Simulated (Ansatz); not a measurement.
Reaction: BNH4 (SMILES BN) → BNH3 (SMILES B[NH], doublet) + H (doublet) (the H-N bond breaks)
Each species at its own B3LYP-D3(BJ)/def2-TZVP minimum (Ansatz, a quantum-chemistry and plane-wave program).

Quantity: bond dissociation energy (electronic), in kcal/mol. Radicals and triplets start from unrestricted determinants; spin-orbit coupling is neglected. CBS(X,Y): correlation extrapolated as X^-3, Hartree-Fock from the larger set. A bracket is a step between two methods taken in the basis named. Functionals run without relativity, which enters their misses. Double hybrids freeze cores in their MP2 part. '+ core + X2C': CCSD(T) terms for core correlation (cc-pwCVTZ) and scalar relativity (cc-pVTZ-DK). For partners of very few electrons the exact lower level stands in for a higher one.

CCSD(T)/CBS(cc-pVTZ,cc-pVQZ) + [CCSDT(Q) - CCSD(T)]/cc-pVTZ + [CCSDTQ - CCSDT(Q)]/cc-pVDZ + core + X2C (Ansatz) gives 122.4 kcal/mol.

### Question
What does PBE/def2-TZVPD (Ansatz) give here, and how do the other levels compare?

### Answer
PBE gives 114.3 kcal/mol, 8.1 kcal/mol below it. Differences of the others: B3LYP/def2-TZVPD (Ansatz) -5.1; PBE0/def2-TZVPD (Ansatz) -5.5; wB97M-V/def2-TZVPD (Ansatz) -1.7; B2PLYP/def2-TZVPD (Ansatz) -3.2; CCSD(T)/CBS(cc-pVTZ,cc-pVQZ) + core + X2C (Ansatz) 0.5 kcal/mol. Nearer than PBE: B3LYP/def2-TZVPD, PBE0/def2-TZVPD, wB97M-V/def2-TZVPD, B2PLYP/def2-TZVPD, CCSD(T)/CBS(cc-pVTZ,cc-pVQZ) + core + X2C.
